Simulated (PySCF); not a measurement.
(E)-2-chlorobut-2-ene (C4H7Cl), SMILES C/C=C(\C)Cl. Geometry: B3LYP-D3(BJ)/def2-SVP.

All values below come from B3LYP-D3(BJ)/def2-SVP run with PySCF.

Harmonic wavenumbers (cm⁻¹): 135, 177, 232, 269, 350, 440, 449, 684, 851, 917, 1006, 1048, 1053, 1080, 1154, 1332, 1399, 1403, 1445, 1454, 1455, 1464, 1743, 3020, 3034, 3077, 3102, 3131, 3145, 3168. Rotational constants (GHz): 7.290, 2.371, 1.830; symmetry number 1.

### Question
Work out the zero-point energy and the ideal-gas rigid-rotor harmonic-oscillator thermochemistry at 298.15 K and 1 atm.

### Answer
ZPE = ½ Σ hcν = ½ × 43218 cm⁻¹ = 61.78 kcal/mol. H − E(el) = 66.39 kcal/mol. Entropy in cal/(mol K): translation 39.42, rotation 26.72, vibration 12.60, total 78.74. G − E(el) = 42.91 kcal/mol. Cp = 23.77 cal/(mol K). Modes under 150 cm⁻¹ make the vibrational entropy uncertain.
